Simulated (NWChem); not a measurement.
Species: GeH$_{3}$SeCl; SMILES [Se]([GeH3])Cl

All runs: NWChem. All runs use the structure optimised with PBE0/def2-SVP. B3LYP is NWChem's, with the RPA form of VWN correlation. Total energies of different functionals are on different scales.

| level | energy (Ha) | highest occupied level (eV) | orbital gap (eV) | dipole (D) |
|---|---|---|---|---|
| B3LYP/def2-SVP | -4939.9664 | -6.49 | 4.08 | 1.96 |
| PBE/def2-SVP | -4939.0009 | -5.54 | 2.37 | 1.85 |
| Hartree-Fock/def2-SVP | -4935.7619 | -9.57 | 11.10 | 2.51 |
| N12/def2-SVP | -4942.3193 | -5.35 | 2.36 | 1.93 |
| LC-BLYP (range parameter 0.33 per bohr)/def2-SVP | -4938.9924 | ? | ? | ? |
| BHandHLYP/def2-SVP | -4939.8320 | -7.83 | 6.69 | 2.20 |
| revPBE/def2-SVP | -4939.4276 | -5.52 | 2.41 | 1.88 |

Q: Complete the blanks.

A: 
- LC-BLYP (range parameter 0.33 per bohr)/def2-SVP, highest occupied level (eV): -8.91
- LC-BLYP (range parameter 0.33 per bohr)/def2-SVP, orbital gap (eV): 8.88
- LC-BLYP (range parameter 0.33 per bohr)/def2-SVP, dipole (D): 2.11
